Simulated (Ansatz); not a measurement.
Reaction (ligand exchange at a Ge–C bond): `C#[C][GeH3]` + `O[AsH2]` → `O[AsH][GeH3]` + `C#C`

Isolated molecules relaxed with PBE0-D4/def2-TZVP in Ansatz; ΔE leaves out vibrations. CCSD(T)/CBS adds triple-zeta CCSD(T) − MP2 to the extrapolated MP2 energy (def2 sets, frozen cores). This one scheme is used for every species. Functionals use def2-TZVPP. For As, Ge outer-core shells are correlated without core-valence functions, which leaves a few kJ/mol of doubt a bond. Scalar relativity is left out up to krypton. One conformer a species, not always the lowest.

| species | r2SCAN0-D4 energy (Eh) |
| --- | --- |
| `C#[C][GeH3]` | -2155.48099 |
| `O[AsH2]` | -2312.85526 |
| `O[AsH][GeH3]` | -4391.04652 |
| `C#C` | -77.29678 |

(1) Work out ΔE.

Largest T1 diagnostic among the species: 0.013.

Answers

(1) ΔE = (-4391.04652) + (-77.29678) − (-2155.48099) − (-2312.85526) = -0.00705 Eh = -18.5 kJ/mol. CCSD(T)/CBS gives -15.1 kJ/mol.

From BLYP to BHLYP (50 % exact exchange), in def2-TZVPP and without D4, ΔE moves by +7.0 kJ/mol. The D4 term adds −3.3 kJ/mol with B3LYP and −1.8 kJ/mol with PBE0; it sums over pairs of atoms, weighted by their polarisabilities, and B3LYP, whose exchange is more repulsive, gets the larger term.

B3LYP here is the variant with VWN-RPA as its local correlation; programs differ in this.
